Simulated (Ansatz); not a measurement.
System: BiH₅ (charge 0, singlet). 
Coordinates optimised at B3LYP-D3(BJ)/def2-TZVP (Ansatz, a program for electronic structure):
```
Bi
H 1 1.7992
H 1 1.7992 2 120.00
H 1 1.7992 2 120.00 3 -180.00
H 1 1.8661 2 90.00 3 -90.00
H 1 1.8661 2 90.00 5 180.00
```

Basis-set convergence of Hartree-Fock and CCSD(T) correlation energies (hartree) with Ansatz. Valence correlation only, unless marked. Spin-orbit coupling is left out. The frozen core is the preceding noble-gas configuration, with the filled d and f shells of earlier blocks. Past Kr the def2 sets carry scalar-relativistic core potentials.

| basis | functions | E(HF) | E(corr, CCSD(T)) |
|---|---|---|---|
| def2-SVPD | 72 | -216.24727 | -0.19042 |
| def2-TZVPPD | 141 | -216.26262 | -0.21982 |
| def2-QZVPPD | 253 | -216.26521 | -0.22910 |

Extrapolating the two largest sets (X = 3 and 4) as X^-3: E(corr) = (64·(-0.22910) - 27·(-0.21982))/37 = -0.2359 Eh, an estimate of the basis-set limit. The largest set recovers 97.1 % of it, the smallest 80.7 %.
